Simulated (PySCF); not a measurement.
Br3Nb, neutral, multiplicity 3. Atoms are numbered in the order given.

```xyz
4

Nb     0.0000     0.0000     0.0879
Br     0.0000     0.0000     2.5214
Br     0.0000    -2.0134    -1.3122
Br     0.0000     2.0134    -1.3122
```
Charge 0, spin multiplicity 3.

Coordinates come from a B3LYP-D3(BJ)/def2-SVP optimisation. The multiplicity is an assumed one; other spin states were not compared. The def2 effective core potentials stand for the cores of Nb; spin–orbit coupling is left out.

Level of theory: PySCF with B3LYP-D3(BJ)/def2-SVP.

Frequencies are harmonic and unscaled.

Computed normal modes with their intensities:
| mode | ν (cm⁻¹) | IR (km/mol) | moving atoms (share of kinetic energy) |
|---|---|---|---|
| 1 | 30 | 5.1 | Br 80 %, Nb 20 % |
| 2 | 54 | 2.9 | Nb 72 %, Br 28 % |
| 3 | 64 | 0.0 | Br 89 %, Nb 11 % |
| 4 | 223 | 0.0 | Br 100 % |
| 5 | 277 | 113.0 | Nb 52 %, Br 48 % |
| 6 | 334 | 68.2 | Nb 62 %, Br 38 % |
